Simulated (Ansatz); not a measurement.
Born–Oppenheimer molecular dynamics of Cl2F2Zr (5 atoms, charge 0, multiplicity 1). It goes on from the last frame of an earlier run, with new velocities.

All numbers below come from RKS r2SCAN/def2-SVP (Ansatz 0.2.0).

```yaml
ensemble: NVT, Langevin thermostat
time_step: 2 fs
steps_asked: 150
set_temperature: 300 K
friction: 0.01 /fs
seed: 974831
```

First frame:

```xyz
5
Properties=species:S:1:pos:R:3
Zr 0.012 0.014 0.041
Cl -0.012 -0.078 2.379
F 1.780 0.080 -0.573
F -0.898 1.400 -0.781
Cl -1.173 -1.933 -0.789
```

Question: How far do the bonds stretch over the last three quarters of this one trajectory? (Pairs bonded in most of those frames.)

Answer: 
```csv
bond,mean (Å),spread (Å),shortest,longest
Zr1–Cl2,2.342,0.018,2.30,2.38
Zr1–F3,1.890,0.021,1.85,1.93
Zr1–F4,1.900,0.054,1.80,2.01
Zr1–Cl5,2.361,0.067,2.26,2.47
```

Mean temperature of the second half: 450 K. The mean temperature of the second half is 50 % above the set value. A run of 0.3 ps of so small a system gives no equilibrium averages.

Time of the run: 13 min on 2 threads of Arm Neoverse V2, with other jobs on the host, peak memory 0.17 GiB.
